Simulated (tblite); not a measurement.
C4H7FN2Si.
Cartesian coordinates in Å at the GFN2-xTB level; atoms count from 1:
```xyz
15
C4H7FN2Si angstrom
F     -0.9114   -2.0965   -0.4985
C     -1.3453   -1.1748    0.4354
C     -0.8058    0.1752    0.1425
C     -1.4283    1.3876    0.0691
N     -0.5122    2.3611   -0.1909
C      0.6269    1.7475   -0.2804
N      0.5344    0.4029   -0.0816
Si     1.8139   -0.7913   -0.2642
H     -2.4383   -1.1673    0.4020
H     -1.0017   -1.5485    1.4082
H     -2.4665    1.6226    0.1915
H      1.5632    2.2259   -0.4851
H      3.0312    0.0121   -0.1801
H      1.6455   -1.4423   -1.5572
H      1.6900   -1.7063    0.8675
```

Level: GFN2-xTB in tblite, geometry and Hessian alike; calculated harmonic values, unscaled, isolated species. This tight-binding method is rough: wavenumbers can miss measured ones by several per cent, in bad cases by 10 to 20. Modes of hydrogen on silicon can be 10 to 20 % off. One conformer, not necessarily the lowest.

Harmonic wavenumbers (cm⁻¹): 56.3, 122.7, 138.2, 159.3, 210.1, 306.0, 383.1, 514.1, 574.7, 592.7, 626.4, 640.8, 734.3, 762.1, 765.4, 798.8, 806.3, 826.4, 917.3, 956.6, 995.8, 1098.0, 1109.7, 1153.2, 1199.6, 1268.2, 1295.5, 1309.9, 1386.9, 1431.5, 1493.1, 1570.5, 2294.9, 2297.0, 2326.5, 2911.6, 2972.0, 3172.8, 3174.3.

A = 2331, B = 1747, C = 1049 MHz; mass 130.036 u (most abundant isotopes); point group C1, symmetry number 1.

Q: Zero-point energy?

A: Half the sum of the wavenumbers: 22676 cm⁻¹ = 271.27 kJ/mol.

Q: What is S at 298.15 K and 1 bar for an ideal gas of classical rigid rotors and harmonic oscillators?

A: Translation 169.57, rotation 120.12, vibration 91.58: S = 381.3 J/(mol K).

Q: And Cp and H(298.15 K) − H(0)?

A: Cp = 138.55 J/(mol K), of which vibrations give 105.29 (their classical limit is 39 R = 324.3); H(298.15 K) − H(0) = 24.90 kJ/mol without the zero-point energy, 14.99 from vibrations.

Q: What must be added to the electronic energy to get the Gibbs energy at 298.15 K and 1 bar?

A: ZPE + [H(298.15 K) − H(0)] − T·S = 271.27 + 24.90 − 113.68 = 182.49 kJ/mol.

Q: Which modes carry the vibrational entropy at 298.15 K?

A: 56.3 cm⁻¹: 19.17; 122.7 cm⁻¹: 12.79; 138.2 cm⁻¹: 11.84; 159.3 cm⁻¹: 10.70; 210.1 cm⁻¹: 8.55; 306.0 cm⁻¹: 5.79 J/(mol K); the other 33 give 22.74 together.

Hindered rotation and anharmonicity are outside this model. Other conformers, if any are populated, would add a mixing term that is left out. The structure is chiral; the term R ln 2 for an equal mix with its mirror image is left out.
